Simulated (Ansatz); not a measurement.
Reaction (redistribution): `C[SiH](F)Br` + `[OH][Al]([F])[SH]` → `C[SiH](F)S` + `[OH][Al]([F])[Br]`

Gas-phase electronic energies from Ansatz, PBE0-D4/def2-TZVP geometries. CCSD(T)/CBS is the MP2 limit (def2-TZVPP, def2-QZVPP) plus CCSD(T) − MP2 in def2-TZVPP, frozen cores. Functionals use def2-TZVPP. For Br outer-core shells are correlated without core-valence functions, which leaves a few kJ/mol of doubt a bond. Scalar relativity is left out up to krypton. One conformer a species, not always the lowest.

Problem. Is it downhill or uphill in electronic energy at CCSD(T)/CBS, and by how much? (Best estimate.)

Solution. Ansatz gave: Downhill: ΔE = -2.2 kcal/mol.

Problem. What do these levels give: LDA (SPW92), BLYP-D4, r2SCAN-D4, r2SCANh-D4, PBE-QIDH, r2SCANh, BHLYP, LC-ωPBE, CCSD/def2-SVP, SCS-MP2/def2-TZVPP, MP2/def2-QZVPP, HF/CBS(def2)? (Best estimate.)

Solution. The calculation gave: LDA (SPW92) -1.8, BLYP-D4 -2.1, r2SCAN-D4 -2.2, r2SCANh-D4 -2.3, PBE-QIDH -2.4, r2SCANh -2.2, BHLYP -2.4, LC-ωPBE -2.3, CCSD/def2-SVP -3.3, SCS-MP2/def2-TZVPP -2.4, MP2/def2-QZVPP -2.3, HF/CBS(def2) -2.8 kcal/mol.

Largest T1 diagnostic among the species: 0.012.

At CCSD(T), def2-SVP lies −1.2 kcal/mol from the extrapolated value and def2-TZVPP −0.3 kcal/mol. Leaving LDA and LC-ωPBE aside and taking each functional with its dispersion term where it has one, the values, not all of them listed here, spread over 0.4 kcal/mol, from BHLYP-D4 to PBE-D4.
